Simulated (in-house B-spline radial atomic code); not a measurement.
**Ionising the magnesium ion Mg⁷⁺ with different functionals**

Computed with a radial B-spline atomic code at the basis-set limit: non-relativistic Hamiltonian, point nucleus, spin-polarised at highest spin, spherical fractional occupations for the functionals, the average over the highest-spin determinants for Hartree-Fock. The ionisation energy is the difference of two self-consistent energies, [He] 2s2 2p1 → [He] 2s2, without Breit or QED terms; ε is the level of the shell that loses the electron (its least bound occupied spin orbital).

Hybrids are left out here: with spherical fractional occupations of an open shell their exact exchange keeps a self-interaction that integer-occupation calculations don't have.

```json
{"method": "Hartree-Fock", "rung": "Hartree-Fock", "ΔSCF (eV)": "265.78", "-ε(2p) (eV)": "266.46"}
{"method": "LDA VWN5", "rung": "LDA", "ΔSCF (eV)": "265.82", "-ε(2p) (eV)": "245.65"}
{"method": "LDA PW92", "rung": "LDA", "ΔSCF (eV)": "265.80", "-ε(2p) (eV)": "245.64"}
{"method": "LDA exchange-only", "rung": "LDA", "ΔSCF (eV)": "263.84", "-ε(2p) (eV)": "243.81"}
{"method": "PBE", "rung": "GGA", "ΔSCF (eV)": "265.94", "-ε(2p) (eV)": "245.75"}
{"method": "PBEsol", "rung": "GGA", "ΔSCF (eV)": "265.48", "-ε(2p) (eV)": "245.40"}
{"method": "BLYP", "rung": "GGA", "ΔSCF (eV)": "266.29", "-ε(2p) (eV)": "246.08"}
{"method": "RPBE", "rung": "GGA", "ΔSCF (eV)": "265.70", "-ε(2p) (eV)": "245.62"}
{"method": "PW91", "rung": "GGA", "ΔSCF (eV)": "266.22", "-ε(2p) (eV)": "246.05"}
{"method": "BP86", "rung": "GGA", "ΔSCF (eV)": "265.95", "-ε(2p) (eV)": "245.81"}
{"method": "AM05", "rung": "GGA", "ΔSCF (eV)": "265.31", "-ε(2p) (eV)": "245.30"}
{"method": "OLYP", "rung": "GGA", "ΔSCF (eV)": "265.72", "-ε(2p) (eV)": "246.03"}
{"method": "TPSS", "rung": "meta-GGA", "ΔSCF (eV)": "265.62", "-ε(2p) (eV)": "245.82"}
{"method": "SCAN", "rung": "meta-GGA", "ΔSCF (eV)": "265.21", "-ε(2p) (eV)": "245.96"}
{"method": "r2SCAN", "rung": "meta-GGA", "ΔSCF (eV)": "265.07", "-ε(2p) (eV)": "245.86"}
{"method": "M06-L", "rung": "meta-GGA", "ΔSCF (eV)": "264.98", "-ε(2p) (eV)": "245.57"}
{"method": "revTPSS", "rung": "meta-GGA", "ΔSCF (eV)": "265.14", "-ε(2p) (eV)": "245.42"}
```

(1) How do they compare with the NIST value?

## Answers

(1) NIST lists 265.92 eV ± 0.019 (semi-empirical, ground level to ground level). Errors run from -2.09 to +0.37 eV; PBE is closest (+0.01 eV), though others lie within the uncertainty of it, and part of that can be cancellation, since the calculations leave out relativity, Breit-QED terms, multiplet and fine-structure energies. Hartree-Fock also lacks correlation.
